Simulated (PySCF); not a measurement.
Point-charge models of `C#CC1=PC(OC)=PC=P1` against its computed dipole.

Coordinates (GFN2-xTB, Å) and charges (e) from the PBE0/pcSseg-1 density (PySCF):

```
atom       x       y       z  Mulliken      IAO  Hirshfeld  ESP-fitted
  C1   3.828   0.972   0.159   -0.3535  -0.2198    -0.0951     -0.4450
  C2   2.795   0.370   0.023   +0.4399  -0.0225    -0.0638     +0.0906
  C3   1.583  -0.338  -0.142   -0.8043  -0.4480    -0.1080     +0.1842
  P4   1.805  -2.065  -0.311   +0.5492  +0.4381    +0.1159     -0.1910
  C5   0.209  -2.703  -0.513   -0.6915  -0.6358    -0.1699     -0.0209
  P6  -1.389  -2.061  -0.580   +0.5017  +0.4320    +0.1064     -0.2151
  C7  -1.183  -0.327  -0.361   -0.2705  -0.2349    -0.0351     +0.4100
  O8  -2.433   0.218  -0.402   -0.4467  -0.2936    -0.0966     -0.2331
  C9  -2.557   1.606  -0.257   -0.0644  -0.2161    -0.0368     -0.2076
 P10   0.190   0.727  -0.127   +0.5021  +0.3468    +0.0976     -0.2568
 H11   4.730   1.494   0.277   +0.0468  +0.2077    +0.0971     +0.3167
 H12   0.219  -3.784  -0.632   +0.1853  +0.1851    +0.0449     +0.1737
 H13  -2.006   2.134  -1.045   +0.1322  +0.1453    +0.0410     +0.1231
 H14  -2.175   1.935   0.717   +0.1317  +0.1455    +0.0414     +0.1230
 H15  -3.619   1.830  -0.333   +0.1419  +0.1702    +0.0610     +0.1482
```

Task: What dipole does each set of charges give (1 e·Å = 4.803 D), and what does the density give?

Result: The full density gives (-0.76, 1.54, 0.10) D, 1.72 D in size; dipole vectors point from the negative to the positive end.

```
    scheme     μx    μy     μz  size (D)  share of the full size (%)  angle to the full dipole (°)
  Mulliken  -1.85  1.01  -0.02      2.10                         122                            35
       IAO  -0.70  1.36   0.09      1.54                          89                             1
 Hirshfeld  -1.07  0.85   0.01      1.37                          79                            25
ESP-fitted  -0.77  1.52   0.10      1.70                          99                             1
```

Task: Which set comes closest?

Result: Length of the difference vector: ESP-fitted 0.02 D, IAO 0.19 D, Hirshfeld 0.76 D, Mulliken 1.21 D. Closest: ESP-fitted. ESP charges are fitted to the potential around the molecule, whose slowest-falling term is the dipole's. 

Task: What is left for the Hirshfeld atoms' own dipoles?

Result: The Hirshfeld atoms' densities add up to the full density, so μ = Σ q r + Σ (atomic dipoles). The atomic dipoles sum to (-0.76, 1.54, 0.10) − (-1.07, 0.85, 0.01) = (0.31, 0.69, 0.09) D, 0.76 D in size.

Task: With the origin at the mean of the coordinates, (0.000, 0.001, -0.235) Å, which are the largest single terms, by size, of the Mulliken dipole along the direction of the full one?

Result: C5 +8.40, P4 -7.00, C3 +3.86, H12 -3.12, P6 -3.01 D; all 15 atoms together +1.72 D. The single terms depend on the origin, their sum doesn't.

Task: Give the size of the full dipole in other units.

Result: 1.72 D = 0.677 au = 0.358 e·Å = 5.74 × 10⁻³⁰ C·m.

Geometry: GFN2-xTB, one conformer, isolated molecule.

The run behind these numbers computed NMR shieldings as well. On one thread, Arm Neoverse V2 (aarch64), no GPU (shared host), this took 37 s and 0.96 GiB of memory at its peak.

Shape of the structure used: `[CH:1]#[C:2][c:3]1[p:4][cH:5][p:6][c:7]([O:8][CH3:9])[p:10]1`: P6–C7–O8–C9 180°.
